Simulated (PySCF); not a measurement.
FH4O4Si, SMILES O[Si-](O)(O)(O)F, charge -1. Geometry: PBE0-D3(BJ)/def2-SVPD. One conformer was computed; it need not be the lowest.

Problem. Give the equilibrium geometry at PBE0-D3(BJ)/def2-SVPD (PySCF confirms it by a frequency run) as Cartesian coordinates in Å, and its point group. (Estimate from the structure and the level; the computed values follow.)

Solution. Several could match; the one computed here: point group Cs.
```xyz
10

O     -0.8656     0.1465     1.4571
Si     0.0146    -0.0394     0.0000
O     -0.8656     0.1465    -1.4571
O     -0.1938    -1.7818     0.0000
O      1.7040    -0.2418     0.0000
H     -0.8674     1.0847     1.6618
H     -0.8674     1.0847    -1.6618
H     -1.1224    -2.0144     0.0000
H      1.8546    -1.1907     0.0000
F      0.2851     1.7146     0.0000
```
Charge -1, spin multiplicity 1.
